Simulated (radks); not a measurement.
Task: These are the eigenvalues of the occupied orbitals of an atom or ion with whole-number occupations (eV). Method: scalar-relativistic Kohn-Sham, LDA (Slater exchange, Perdew-Wang correlation), spin-unpolarised, spherical densities, point nucleus; computed with a radial shooting solver on a logarithmic mesh with Libxc functionals.

1s: -50724.00
2s: -12191.11
2p: -11557.38

Which element is it, and in what charge state? The configuration may be excited.

Result: Z = 61, promethium, charge +56: Pm56+ in [He] 2s2 2p1. The list shows which subshells hold electrons but not how many an open one holds; the 1s level, -1864.1 hartree, gives Z - s = 61.1 by -(Z - s)^2/2, which with screening and relativity narrows Z to a few neighbours, and the depths of the outer levels then fix element, charge and occupations together.
